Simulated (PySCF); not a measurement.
# Correlation energy of S (sulfur, neutral)

[Ne] 3s2 3p4, high-spin 3P determinant. Computed with PySCF 2.14 in dyall-av2z, with the non-relativistic Hamiltonian (point nucleus). Frozen: [Ne]; 6 electrons correlated; the 16 highest virtual orbitals of each spin left out.

| level | correlation energy (mhartree) |
| --- | --- |
| CCSD | -113.52 |
| (T) | -2.17 |
| CCSD(T) | -115.69 |
| CCSDT | -116.12 |

Diagnostics: T1 = 0.0088, D1 = 0.0281, largest double amplitude 0.044.

Cost of the coupled-cluster step: roughly 1 core-seconds, for 6 correlated electrons.
